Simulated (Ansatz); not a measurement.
Relaxation of BrClF$_{4}$H$_{2}$OW (10 atoms, charge 0, multiplicity 1), to a largest force component of 0.03 eV/Å in at most 50 steps.

Level of theory: Ansatz, RKS PBE/def2-SVP.

```xyz
10
Properties=species:S:1:pos:R:3:forces:R:3
W -0.137 -0.243 -0.065 -0.78 -0.58 -0.07
Cl -0.200 -0.260 2.313 0.14 0.14 -0.33
O 1.698 -0.412 -0.042 0.09 -0.03 0.01
H 2.452 0.136 0.309 -0.01 0.01 -0.03
F -0.022 1.623 -0.145 0.03 0.00 0.01
F -1.996 0.027 0.033 0.00 -0.01 0.02
F -0.408 -2.091 -0.100 -0.01 0.00 0.00
F -0.256 -0.270 -1.932 0.01 -0.01 0.01
Br 2.553 2.075 1.297 -0.10 0.15 1.27
H 1.630 1.533 2.359 0.65 0.33 -0.90
```

Problem. Where does it end, and by what steps?

Solution. It converged. The force dipped under the threshold on the way, but the program's further checks kept it going. After 17 steps the energy has fallen by 0.361 eV; Br9 moved furthest, 1.32 Å.

```csv
step,energy less start (eV),largest force component (eV/Å),accepted
0,0.0000,1.273,yes
1,-0.1846,0.538,yes
2,-0.2331,0.244,yes
3,-0.2686,0.162,yes
4,-0.2848,0.247,yes
5,-0.2958,0.267,yes
6,-0.3098,0.312,yes
7,-0.3212,0.326,yes
8,-0.3285,0.309,yes
9,-0.3387,0.205,yes
10,-0.3437,0.514,yes
11,-0.3477,0.133,yes
12,-0.3535,0.253,yes
13,-0.3588,0.081,yes
14,-0.3598,0.029,yes
15,-0.3605,0.076,yes
16,-0.3608,0.040,yes
17,-0.3609,0.015,yes
```

```xyz
10
Properties=species:S:1:pos:R:3
W -0.267 -0.151 -0.214
Cl -0.261 0.524 2.065
O 1.533 0.225 -0.241
H 2.337 0.554 0.253
F -0.726 1.574 -0.781
F -2.093 -0.449 0.079
F 0.018 -1.940 0.256
F -0.377 -0.700 -1.996
Br 3.278 1.347 2.131
H 1.872 1.134 2.475
```

Whether the end is a true minimum wasn't checked by a vibrational analysis.

Time of the run: 52 s on 4 threads of Arm Neoverse V2 (shared host), peak memory 0.27 GiB.
